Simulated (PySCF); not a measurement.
B3LYP has the VWN-RPA correlation part, as in Gaussian. Delta-SCF ions had no search for a lower state. Excitations are Tamm–Dancoff values on a coarser integration grid. The basis has no diffuse functions, so Rydberg states are missing or too high.

C₄H₁₂Si, SMILES `C(C)[SiH2]CC` (C–C–Si–C torsion 180°, C–Si–C–C torsion 180°) (charge 0, multiplicity 1)

All values below come from B3LYP-D3(BJ)/def2-TZVP // B3LYP-D3(BJ)/def2-SVP run with PySCF.

```yaml
HOMO: -7.84 eV
dipole_moment: 0.87 D
LUMO: 0.59 eV
HOMO–LUMO gap: 8.43 eV
S1 excitation (TDA): 7.58 eV
S1 oscillator strength: 0.012
T1 excitation (TDA): 7.16 eV
S1–T1 gap (TDA): 0.41 eV
vertical ionisation energy (Delta-SCF): 9.86 eV
total_energy: -12225.35 eV
cost: around 5 core-minutes (rough)
```

```xyz
17

C     -2.8577     0.3806     0.0893
C     -1.5693    -0.2820     0.5953
Si     0.0092     0.3317    -0.2496
C      1.5467    -0.5356     0.4329
C      2.8659    -0.0852    -0.2090
H     -2.8365     1.4722     0.2424
H     -3.7498    -0.0068     0.6085
H     -3.0037     0.2065    -0.9895
H     -1.4571    -0.1205     1.6826
H     -1.6231    -1.3773     0.4595
H     -0.0874     0.0901    -1.7247
H      0.1399     1.8105    -0.0503
H      1.5749    -0.3673     1.5246
H      1.4089    -1.6241     0.3014
H      2.8697    -0.2716    -1.2956
H      3.0369     0.9942    -0.0637
H      3.7326    -0.6157     0.2185
```
Charge 0, spin multiplicity 1.
